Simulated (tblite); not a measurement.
Species: C6H5Cl2FSi.
Numbering: `[CH:1]#[C:2][Si@@:3]([F:4])([C:5]#[C:6][CH3:7])[CH:8]([Cl:9])[Cl:10]` (hydrogens: H11 on C1; H12, H13, H14 on C7; H15 on C8)

Structure optimised with GFN2-xTB, isolated species.

**Question.** List the bond lengths, angles and torsions at this level.

**Answer.** 
```csv
bond,length (Å),order
C1≡C2,1.202,triple
C2–Si3,1.843,single
Si3–F4,1.614,single
Si3–C5,1.830,single
C5≡C6,1.206,triple
C6–C7,1.440,single
Si3–C8,1.927,single
C8–Cl9,1.780,single
C8–Cl10,1.780,single
C1–H11,1.052,single
"C7–H12, C7–H13, C7–H14",1.089,single
C8–H15,1.090,single
```

Bonds in one row agree within 0.01 Å and their mean is given. Orders are formal, as drawn. A selection of angles:
```csv
angle,degrees
C1–C2–Si3,178.9
C2–Si3–F4,108.0
C2–Si3–C5,114.9
C2–Si3–C8,108.3
F4–Si3–C5,110.4
F4–Si3–C8,104.5
C5–Si3–C8,110.1
Si3–C5–C6,178.8
C5–C6–C7,179.2
Si3–C8–Cl9,110.7
Si3–C8–Cl10,110.6
Cl9–C8–Cl10,109.3
```

Torsions: C2–Si3–C8–Cl9 -56° (synclinal).

The C–Si distances run from 1.830 Å (Si3–C5, drawn single) to 1.927 Å (Si3–C8, drawn single), a spread of 0.097 Å. The C–C distances run from 1.202 Å (C1≡C2, drawn triple) to 1.440 Å (C6–C7, drawn single), a spread of 0.238 Å. Si3 (fluorine-bound silicon) is distorted tetrahedral (angles from 104.5° to 114.9°).

Point group: C1 (no symmetry element, even within 0.4 Å). Its lowest GFN2-xTB frequency is 20i cm⁻¹, too small to tell a flat minimum from a shallow saddle. The numbers are those of one conformer.

Time: 0.58 s. Hardware: Arm Neoverse V2, one thread (shared host). That covers the optimisation of the geometry.

These are computed values.
